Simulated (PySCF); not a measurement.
# Stretching PbI

Set-up: Pb def2-SVP with ECP60, I def2-SVP with ECP28; scalar-relativistic core potentials (PySCF 2.14). Energies in eV from Pb + I in their ground configurations at the same level. State: ²Π (doublet), unpaired electrons π ↑.

All columns are r²SCAN. A positive dipole means Pb(−)I(+).

| R (Å) | E (eV) | μ (D) | Mulliken charge on Pb (basis-dependent) | HOMO (eV) | LUMO (eV) | Mayer bond order | ⟨S²⟩ |
| --- | --- | --- | --- | --- | --- | --- | --- |
| 2.432 | -1.958 | -0.99 | 0.14 | -3.70 | -3.31 | 1.35 | 0.75 |
| 2.545 | -2.546 | -1.66 | 0.19 | -3.86 | -3.44 | 1.29 | 0.75 |
| 2.658 | -2.862 | -2.32 | 0.23 | -4.01 | -3.58 | 1.23 | 0.75 |
| 2.743 | -2.973 | -2.80 | 0.26 | -4.12 | -3.68 | 1.19 | 0.75 |
| 2.828 | -3.006 | -3.27 | 0.29 | -4.22 | -3.78 | 1.15 | 0.76 |
| 2.913 | -2.981 | -3.73 | 0.31 | -4.33 | -3.88 | 1.12 | 0.76 |
| 3.026 | -2.884 | -4.31 | 0.34 | -4.46 | -4.01 | 1.08 | 0.76 |
| 3.167 | -2.698 | -5.00 | 0.36 | -4.61 | -4.16 | 1.04 | 0.76 |
| 3.337 | -2.426 | -5.77 | 0.39 | -4.78 | -4.33 | 1.00 | 0.76 |
| 3.563 | -2.041 | -6.66 | 0.41 | -4.97 | -4.53 | 0.96 | 0.77 |

A fit through these points gives, at Re = 2.830 Å, μ = -3.28 D and dμ/dR = -5.45 D/Å; the reduced mass is 78.81 u.

Q: How strong is the fundamental in the double-harmonic approximation, I = 42.26·(dμ/dR)²/μred km/mol?

A: I = 42.26·(-5.45)²/78.81 = 15.9 km/mol at r²SCAN.

Spin–orbit coupling is left out, which matters for elements this heavy, above all for dissociation energies. The state is the lowest determinant that a PBE0 search found; another state may lie lower at other levels.
